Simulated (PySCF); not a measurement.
Sb(H)(TeH)2 (H3SbTe2), SMILES [TeH][SbH][TeH].

Geometry optimised at PBE0-D3(BJ)/def2-SVP. The structure was generated by enumeration; whether it is a known compound was not checked. The def2 effective core potentials stand for the cores of Sb, Te; spin–orbit coupling is left out.

Level of theory: TDA-PBE/def2-SVPD run with PySCF.

Vertical excitations. The molecule is in vacuum. State labels are in the subgroup Cs.

Computed UV-visible absorptions:
| state | symmetry | energy (eV) | λ (nm) | f | main pairs |
|---|---|---|---|---|---|
| S1 | A" | 3.00 | 414 | 0.042 | HOMO→LUMO 90 % |
| S2 | A' | 3.06 | 405 | 0.002 | HOMO−1→LUMO 90 % |
| S3 | A' | 3.25 | 382 | 0.009 | HOMO→LUMO+1 90 % |
| S4 | A" | 3.73 | 333 | 0.002 | HOMO→LUMO+2 82 %, HOMO−1→LUMO+1 15 % |
| S5 | A" | 3.91 | 317 | 0.139 | HOMO−1→LUMO+1 63 %, HOMO→LUMO+2 16 % |
| S6 | A' | 4.03 | 308 | 0.002 | HOMO−1→LUMO+2 94 % |
| S7 | A' | 4.29 | 289 | 0.003 | HOMO→LUMO+3 90 % |
| S8 | A" | 4.46 | 278 | 0.001 | HOMO→LUMO+4 63 %, HOMO−1→LUMO+3 36 % |
| S9 | A" | 4.58 | 271 | 0.001 | HOMO−1→LUMO+3 63 %, HOMO→LUMO+4 34 % |
| S10 | A' | 4.61 | 269 | 0.067 | HOMO−2→LUMO 81 %, HOMO−3→LUMO+1 12 % |
| T1 | A" | 2.45 | 507 | 0 | HOMO→LUMO 100 % |
| T2 | A' | 2.73 | 454 | 0 | HOMO−1→LUMO 99 % |
| T3 | A' | 2.99 | 415 | 0 | HOMO→LUMO+1 99 % |
| T4 | A" | 3.15 | 393 | 0 | HOMO−1→LUMO+1 98 % |
Triplets are in the Tamm–Dancoff approximation.
